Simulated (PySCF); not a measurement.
# Orbital picture of SnSe

PBE0 at R = 2.343 Å; PySCF, scalar-relativistic core potentials, basis sets Sn cc-pVDZ-PP with ECP28, Se cc-pVDZ-PP with ECP10. State: ¹Σ⁺ (singlet), closed shell. Only the outer orbitals are listed, counted within each symmetry, core potentials removing the inner ones.

| orbital | occ. | ε (eV) | on Sn (%) | main shells (%) |
| --- | --- | --- | --- | --- |
| 7σ | 2 | -18.67 | 14 | 85 Se s, 9 Sn s |
| 8σ | 2 | -12.10 | 74 | 74 Sn s, 16 Se p, 10 Se s |
| 9σ | 2 | -7.22 | 48 | 50 Se p, 35 Sn p, 13 Sn s |
| 5π | 2 | -6.97 | 24 | 76 Se p, 22 Sn p |
| 5π | 2 | -6.97 | 24 | 76 Se p, 22 Sn p |
| 6π | 0 | -2.51 | 78 | 78 Sn p, 21 Se p |
| 6π | 0 | -2.51 | 78 | 78 Sn p, 21 Se p |
| 10σ | 0 | 0.50 | 85 | 78 Sn p, 20 Se p |

Problem. Which are the highest filled and the lowest empty level, where do they sit, and how wide is the gap?

Solution. Highest filled 5π at -6.97 eV (in %: 76 Se p, 22 Sn p); lowest empty 6π at -2.51 eV (in %: 78 Sn p, 21 Se p); the gap at PBE0 is 4.46 eV.

The bond order (Mayer) is 2.34. The ⟨S²⟩ is 0.000. The charge on Sn (Mulliken, basis-dependent) is 0.34 and the charge on Sn (Löwdin, basis-dependent) is 0.27. The dipole moment (positive dipole means Sn(−)Se(+)) is -3.01 D. The polarisability along the bond is 96.2 bohr³. The polarisability across the bond is 38.1 bohr³.

Spin–orbit coupling is left out.
